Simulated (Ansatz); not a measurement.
Molecule: GeH$_{2}$, charge 0, multiplicity 3. This is an excited triplet: at this geometry the singlet lies 0.53 eV lower at CCSD(T)/CBS(aug-cc-pVTZ,aug-cc-pVQZ). 
Coordinates optimised at B3LYP-D3(BJ)/def2-TZVP (Ansatz, a first-principles code):
```xyz
3

Ge    -0.0012    -0.0007     0.0457
H     -0.0059    -1.3267    -0.7516
H      0.0436     1.3479    -0.7116
```
Charge 0, spin multiplicity 3.

Basis-set convergence of Hartree-Fock and MP2 correlation energies (hartree) with Ansatz. Correlated levels leave the core frozen unless marked. UHF or UKS for open shells. No spin-orbit coupling. The frozen core is the preceding noble-gas configuration, with the filled d and f shells of earlier blocks. No relativistic terms.

| basis | functions | E(HF) | E(corr, MP2) |
|---|---|---|---|
| aug-cc-pVDZ | 54 | -2076.42994 | -0.07284 |
| aug-cc-pVTZ | 105 | -2076.50169 | -0.08804 |
| aug-cc-pVQZ | 185 | -2076.50495 | -0.09294 |

Extrapolating the two largest sets (X = 3 and 4) as X^-3: E(corr) = (64·(-0.09294) - 27·(-0.08804))/37 = -0.0965 Eh, an estimate of the basis-set limit. The largest set recovers 96.3 % of it, the smallest 75.5 %.
